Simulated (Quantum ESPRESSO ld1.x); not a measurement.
Results of a calculation; reference values are marked as such.
Is I- bound? Neutral atom [Kr] 4d10 5s2 5p5, anion [Xe]. Non-relativistic spherical Kohn-Sham, ld1.x of Quantum ESPRESSO 7.5; with spin, open shells are filled with parallel spins first. "No" means that the self-consistent cycle ended without a solution in which all occupied levels of the anion are bound.

LDA (Slater exchange, Perdew-Zunger correlation), spin-polarised: e(HOMO) neutral (eV) 5p down -7.037; anion bound yes; e(HOMO) anion (eV) 5p up -0.276; EA, Delta-SCF (eV) 3.537; <r> HOMO anion (bohr) 2.71
LDA (Slater exchange, Perdew-Zunger correlation) + SIC, spin-polarised: e(HOMO) neutral (eV) 5p down -10.547; anion bound yes; e(HOMO) anion (eV) 5p up -3.492; EA, Delta-SCF (eV) 3.651; <r> HOMO anion (bohr) 2.71
LDA (Slater exchange, Perdew-Wang correlation) + SIC, spin-polarised: e(HOMO) neutral (eV) 5p down -10.527; anion bound yes; e(HOMO) anion (eV) 5p up -3.489; EA, Delta-SCF (eV) 3.639; <r> HOMO anion (bohr) 2.71
LDA (Slater exchange, Perdew-Zunger correlation) + Latter tail, spin-polarised: e(HOMO) neutral (eV) 5p down -7.936; anion bound yes; e(HOMO) anion (eV) 5p up -1.281; <r> HOMO anion (bohr) 2.84
PBE, spin-unpolarised: e(HOMO) neutral (eV) 5p -7.146; anion bound yes; e(HOMO) anion (eV) 5p -0.145; EA, Delta-SCF (eV) 3.517; <r> HOMO anion (bohr) 2.72
Slater X-alpha with alpha = 1, spin-unpolarised: e(HOMO) neutral (eV) 5p -9.438; anion bound yes; e(HOMO) anion (eV) 5p -1.690; EA, Delta-SCF (eV) 5.465; <r> HOMO anion (bohr) 2.50

A bound anion was found by 6 of 6 methods. Tabulated electron affinity: 3.059 eV (CRC Handbook (2014) and Andersen, Phys. Rep. 394, 157 (2004), with later updates, as tabulated in mendeleev). With the Latter tail the total energy is not variational, so no affinity is given for it. Relativity is left out, which matters for an element this heavy.

Beside tabulated values, note that spin-unpolarised runs miss the spin-polarisation part of the exchange energy of open shells.
